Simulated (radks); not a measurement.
Problem. Numerical settings for the lutetium ion Lu33+, [Kr] 4d2. Calculated with a radial shooting solver on a logarithmic mesh with Libxc functionals: Dirac Kohn-Sham, PBEsol, spin-unpolarised, spherical densities, finite nucleus; open shells are shared between the two j in proportion to 2j + 1; Fermi nuclear charge, rms radius 5.37 fm. The defaults (mesh step 0.008 in ln r, mesh end at 40 bohr or more with all orbitals vanishing there, Anderson mixing 0.5 over 9 steps, residual threshold near 1e-9 with the energy settled to 1e-9 hartree or 1e-11 of itself, here a cap of 67 iterations) give E = -13978.8076 hartree and 4d5/2 at -1305.0 eV in 14 iterations. Run on one thread of a shared host, so times are rough (Arm Neoverse N1): 0.13 s of CPU time, 0.13 s wall, 14 iterations on 2189 mesh points. One setting is changed at a time: mesh step in ln r 0.02; mesh step in ln r 0.03; mesh step in ln r 0.2; mesh end (bohr) 2; mesh end (bohr) 1; residual threshold 0.001; residual threshold 1e-13; mixing 0.01; linear mixing, mixing 1; linear mixing, mixing 0.5; mixing history 2; iteration cap 3. Which runs fail to converge, and which converge to a wrong energy?

Solution. Not converged within the cap: mesh step in ln r 0.2; iteration cap 3. Settings that end as converged yet miss the energy by more than 1 mhartree: mesh end (bohr) 1 (+0.973 hartree).
